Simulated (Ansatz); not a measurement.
C2H7GeN (`C=C[NH][GeH3]`) at its PBE0-D4/def2-TZVP geometry, where that method's forces vanish. Charge 0, multiplicity 1.

```xyz
11

C     0.9450   -1.0407   -1.6657
C     0.6658   -0.5475   -0.4581
N    -0.1214    0.5474   -0.1724
Ge   -0.9014    0.8308    1.4704
H     0.5249   -0.6160   -2.5713
H     1.6189   -1.8793   -1.7677
H     1.1100   -1.0100    0.4213
H    -0.5598    0.9669   -0.9786
H    -2.1049   -0.1025    1.7177
H    -1.3621    2.2940    1.4850
H     0.1850    0.5567    2.5194
```

Problem. What forces (eV/Å) does ωB97M-V/def2-TZVPP give on these atoms in Ansatz 0.2.0? (Estimate.)

Solution. Ansatz gave: 
```
C1   0.006 -0.001  0.014
C2   0.237 -0.306 -0.078
N3  -0.212  0.248 -0.019
Ge4 -0.053  0.026  0.142
H5   0.021 -0.011  0.076
H6  -0.055  0.057  0.018
H7  -0.026  0.028 -0.065
H8   0.029 -0.019  0.024
H9   0.099  0.075 -0.029
H10  0.034 -0.116 -0.001
H11 -0.080  0.019 -0.082
```
